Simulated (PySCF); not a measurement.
BeCl, SMILES [Be][Cl], multiplicity 2.

Geometry optimised at PBE-D3(BJ)/def2-TZVPD. The multiplicity is an assumed one; other spin states were not compared.

All values below come from PBE0/def2-TZVPD in PySCF.

Isolated molecule, no solvent.

```
Item                                                              Result
-----------------------------------------------  -----------------------
total energy                                          -474.78879 hartree
point group                                                          C∞v
α spin, highest occupied and lowest empty level       -6.37 and -1.23 eV
β spin, highest occupied and lowest empty level       -9.65 and -2.17 eV
dipole moment                                                     0.95 D
mean static polarisability                          40.5 bohr³ (6.00 Å³)
polarisability, principal values                  40.3, 40.3, 41.0 bohr³
⟨S²⟩                                             0.751 (pure state 0.75)
```
